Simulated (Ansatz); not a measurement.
Two isomers of C2H6GeOSi: A = `[OH][GeH2][C]#C[SiH3]`, B = `O[SiH2]C#[C][GeH3]`.

Isolated molecules relaxed with PBE0-D4/def2-TZVP in Ansatz; ΔE leaves out vibrations. CCSD(T)/CBS adds triple-zeta CCSD(T) − MP2 to the extrapolated MP2 energy (def2 sets, frozen cores). DFT in def2-TZVPP. B3LYP here is the variant with VWN-RPA as its local correlation; programs differ in this. For Ge outer-core shells are correlated without core-valence functions, which leaves a few kJ/mol of doubt a bond. Scalar relativity is left out up to krypton. Each species was taken in one conformer, which may not be the lowest.

A:

```xyz
11

O     2.172   -1.630    1.602
Ge    0.783   -2.024    0.568
C    -0.063   -0.404    0.024
C    -0.586    0.633   -0.329
Si   -1.377    2.193   -0.852
H     2.748   -0.971    1.209
H     1.239   -2.773   -0.694
H    -0.150   -2.851    1.451
H    -0.425    2.969   -1.683
H    -2.592    1.880   -1.644
H    -1.750    2.980    0.349
```

B:

```xyz
11

O     1.344    1.221    2.518
Si    1.008    1.713    0.987
C     0.119    0.419    0.052
C    -0.459   -0.447   -0.574
Ge   -1.375   -1.797   -1.552
H     1.795    0.382    2.628
H     2.242    2.031    0.225
H     0.155    2.912    1.122
H    -0.430   -2.354   -2.623
H    -2.612   -1.172   -2.205
H    -1.787   -2.906   -0.577
```

Question: Which isomer does CCSD(T)/CBS put lower? Give the gap. (Best estimate.)

Answer: Ansatz gave: B, by 16.3 kcal/mol.

Question: Give E(B) − E(A) in kcal/mol with CCSD/def2-TZVPP, B3LYP-D4, MP2/def2-TZVPP, PBE-D4, CCSD(T)/def2-TZVPP, ωB97M-V, r2SCAN-D4. (Best estimate.)

Answer: Computed: CCSD/def2-TZVPP -15.7, B3LYP-D4 -16.0, MP2/def2-TZVPP -15.7, PBE-D4 -15.1, CCSD(T)/def2-TZVPP -15.4, ωB97M-V -16.3, r2SCAN-D4 -16.2. None reverses the order clearly.

Largest T1 diagnostic: 0.012.

From PBE to PBE0 (25 % exact exchange), in def2-TZVPP and without D4, E(B) − E(A) moves by −0.8 kcal/mol.
